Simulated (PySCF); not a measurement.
Compound: F2H3PSi.
SMILES: `FP(F)[SiH3]`

All values: CAM-B3LYP/def2-SVPD (PySCF, non-relativistic), on one gas-phase PBE0-D3(BJ)/def2-SVP geometry that isn't relaxed in the solvent. The solvent is an IEF-PCM continuum (van der Waals radii × 1.2), and excitations are vertical TDDFT with non-equilibrium linear response and a frozen core. The model holds no explicit solvent molecules, cavitation or dispersion.

Gas-phase singlets (H = HOMO, L = LUMO):

```csv
state,E (eV),λ (nm),f,leading configuration
S1,4.844,256,0.004,H→L 98%
S2,5.554,223,0.094,H→L+1 89%
S3,6.746,184,0.196,H→L+2 93%
S4,7.341,169,0.179,H→L+3 89%
S5,7.670,162,0.004,H→L+4 96%
```

Question: What are the lowest 5 singlets in acetone (ε = 20.49)?

Answer: 
| state | E (eV) | λ (nm) | f | leading configuration | change by rank (eV) |
| --- | --- | --- | --- | --- | --- |
| S1 | 4.891 | 254 | 0.006 | H→L 98% | +0.047 |
| S2 | 5.532 | 224 | 0.138 | H→L+1 92% | -0.022 |
| S3 | 6.833 | 181 | 0.254 | H→L+3 85% | +0.087 |
| S4 | 7.393 | 168 | 0.199 | H→L+2 88% | +0.052 |
| S5 | 7.770 | 160 | 0.005 | H→L+4 96% | +0.100 |

Question: The ground-state energy changes by -0.106 eV from gas to acetone. By how much does the total energy of gas-phase S1 change?

Answer: E(S1) = E(S0) + excitation energy, so it changes by -0.106 + 0.047 = -0.059 eV: it is lowered less than the ground state, which is what a blue shift means. This is the vertical state, with the slow part of the continuum still set for S0.

Question: How do the frontier levels move from gas to acetone?

Answer: 
```tsv
orbital	gas (eV)	solvent (eV)	change (eV)
LUMO+2	1.09	1.38	+0.29
LUMO+1	0.22	0.42	+0.20
LUMO	0.08	0.31	+0.23
HOMO	-8.75	-8.60	+0.15
HOMO-1	-11.71	-11.42	+0.29
HOMO-2	-11.79	-11.46	+0.33
HOMO-3	-12.66	-12.51	+0.15
```

The HOMO–LUMO gap goes from 8.84 to 8.91 eV. Rows go by rank; for LUMO+2 the atom shares or the degeneracy differ between the runs, so the row needn't follow one orbital.
